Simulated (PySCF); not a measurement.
## Correlation energy of Ar⁺ (argon, charge +1)

[Ne] 3s2 3p5, 2P determinant. All numbers are calculated (PySCF 2.14, the non-relativistic Hamiltonian (point nucleus), in cc-pV(T+d)Z (5s4p3d1f, 39 functions)). Frozen: [Ne]; 7 electrons correlated.

MP2 pair energies summed by pair of shells (mhartree):

```
 pair   energy  share (%)
3p-3p  -104.95       63.2
3s-3p   -51.95       31.3
3s-3s    -9.28        5.6
```

Total MP2 correlation energy: -166.19 mhartree.

Same-spin part -38.41 and opposite-spin part -127.78 mhartree; SCS-MP2 scales them by 1/3 and 6/5 to -166.14 mhartree.

```json
{"level": "CCSD", "correlation energy (mhartree)": "-191.37"}
{"level": "(T)", "correlation energy (mhartree)": "-5.33"}
{"level": "CCSD(T)", "correlation energy (mhartree)": "-196.70"}
```

Diagnostics: T1 = 0.0065, D1 = 0.0221, largest double amplitude 0.054.

Cost of the coupled-cluster step: 0.55 s of wall time on 1 thread of Neoverse-V2 (shared host), for 7 correlated electrons.
